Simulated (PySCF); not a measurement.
Screening by computed properties: pick the candidate that meets the target.

All species are isolated and taken at one optimised geometry, non-relativistic unless stated; the electronic structure was computed with PySCF and density fitting.

Dipoles, sizes and rotational constants follow the conformer. The torsions of the flexible species, by atom-mapped SMILES:
- `[CH2:1]=[C:2]([CH3:3])[P:4]([CH3:5])[CH2:6][C:7]([F:8])([F:9])[F:10]`: C1–C2–P4–C5 -148°, C2–P4–C6–C7 -173°, P4–C6–C7–F8 173°
- `[CH3:1][SiH2:2][O:3][C:4]([CH3:5])([CH3:6])[CH3:7]`: C1–Si2–O3–C4 180°, Si2–O3–C4–C5 180°
- `[CH3:1][CH:2]([CH3:3])[CH2:4][SiH2:5][SiH2:6][CH2:7][F:8]`: C1–C2–C4–Si5 176°, C2–C4–Si5–Si6 -45°, C4–Si5–Si6–C7 -60°, Si5–Si6–C7–F8 50°
- `[CH2:1]=[CH:2][c:3]1[cH:4][n+:5]([CH3:6])[n:7][n:8]1[CH3:9]`: C1–C2–C3–C4 -3°
- `[CH2:1]=[CH:2][C@H:3]([CH3:4])[CH2:5]/[CH:6]=[C:7](\[F:8])[N:9]=[CH2:10]`: C1–C2–C3–C4 -121°, C2–C3–C5–C6 -64°, C3–C5–C6–C7 -121°, C6–C7–N9–C10 -179°
- `[CH3:1][O:2][CH:3]([CH2:4][S:5](=[O:6])(=[O:7])[Cl:8])[O:9][CH3:10]`: C1–O2–C3–C4 -82°, O2–C3–C4–S5 -175°, C3–C4–S5–O6 -161°, O2–C3–O9–C10 -72°

(1) Wanted: HOMO energy below -8 eV (PBE0/pcSseg-1) and smallest rotational constant above 0.8 GHz (GFN2-xTB), at GFN2-xTB geometries. Which candidate meets both?
A. `C[SiH2]OC(C)(C)C`
B. `C=C(C)P(C)CC(F)(F)F`
C. `C=Cc1c[n+](C)nn1C`
D. `CC(C)C[SiH2][SiH2]CF`

(2) Wanted: HOMO–LUMO gap below 6.8 eV (PBE0/pcSseg-1) and dipole moment above 0.8 D (PBE0/pcSseg-1), at GFN2-xTB geometries. Which candidate meets both?
A. `C[SiH2]OC(C)(C)C`
B. `C([C@H](C=C)C)/C=C(\F)N=C`
C. `COC(CS(=O)(=O)Cl)OC`
D. `FC(F)(F)CP(C)C(C)=C`
E. `CC(C)C[SiH2][SiH2]CF`

Results:

(1) C. Computed values:
| species | HOMO energy | smallest rotational constant |
| --- | --- | --- |
| C=Cc1c[n+](C)nn1C | -11.62 eV | 0.916 GHz |
| CC(C)C[SiH2][SiH2]CF | -8.16 eV | 0.697 GHz |
| C[SiH2]OC(C)(C)C | -7.87 eV | 1.162 GHz |
| C=C(C)P(C)CC(F)(F)F | -7.00 eV | 0.601 GHz |

(2) D. Computed values:
```csv
species,HOMO–LUMO gap,dipole moment
C([C@H](C=C)C)/C=C(\F)N=C,5.59 eV,0.32 D
FC(F)(F)CP(C)C(C)=C,6.70 eV,3.36 D
COC(CS(=O)(=O)Cl)OC,6.91 eV,4.62 D
CC(C)C[SiH2][SiH2]CF,8.18 eV,0.71 D
C[SiH2]OC(C)(C)C,8.85 eV,0.88 D
```
